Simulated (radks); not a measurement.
Q: Species: Hf. Configuration: [Xe] 4f13.5 5d2.5 6s2 (fractional occupations, a model configuration). All-electron calculation, Dirac Kohn-Sham, LDA (Slater exchange, Perdew-Wang correlation), spin-unpolarised, spherical densities, finite nucleus; open shells fill j = l - 1/2 first; Fermi nuclear charge, rms radius 5.347 fm. Program: a radial shooting solver on a logarithmic mesh with Libxc functionals. Some entries of the table are withheld. Estimate them.

| orbital | occ. | eigenvalue (eV) | r(max) (bohr) |
|---|---|---|---|
| 1s1/2 | 2 | -65125.86 | 0.01191 |
| 2s1/2 | 2 | -11135.83 | (1) |
| 2p1/2 | 2 | -10641.64 | 0.05092 |
| 2p3/2 | 4 | -9451.214 | 0.05755 |
| 3s1/2 | 2 | -2540.248 | 0.1926 |
| 3p1/2 | 2 | -2320.092 | (2) |
| 3p3/2 | 4 | -2065.082 | (3) |
| 3d3/2 | 4 | -1690.123 | 0.1523 |
| 3d5/2 | 6 | -1634.457 | 0.1561 |
| 4s1/2 | 2 | -514.3481 | 0.4379 |
| 4p1/2 | 2 | -424.0603 | (4) |
| 4p3/2 | 4 | -365.3547 | (5) |
| 4d3/2 | 4 | -216.4133 | 0.4656 |
| 4d5/2 | 6 | -205.6396 | 0.4749 |
| 5s1/2 | 2 | -68.7073 | 1.011 |
| 5p1/2 | 2 | (6) | 1.091 |
| 5p3/2 | 4 | (7) | 1.178 |
| 4f5/2 | 6 | -21.4499 | 0.4495 |
| 4f7/2 | 7.5 | -19.6618 | 0.4547 |
| 6s1/2 | 2 | -5.3134 | 2.840 |
| 5d3/2 | 2.5 | (8) | 1.622 |
| 5d5/2 | 0 | (9) | 1.682 |

A: 
(1) 2s1/2 r(max) (bohr): 0.06831
(2) 3p1/2 r(max) (bohr): 0.1805
(3) 3p3/2 r(max) (bohr): 0.1942
(4) 4p1/2 r(max) (bohr): 0.4381
(5) 4p3/2 r(max) (bohr): 0.4673
(6) 5p1/2 eigenvalue (eV): -42.7665
(7) 5p3/2 eigenvalue (eV): -34.6997
(8) 5d3/2 eigenvalue (eV): -3.5318
(9) 5d5/2 eigenvalue (eV): -3.0272
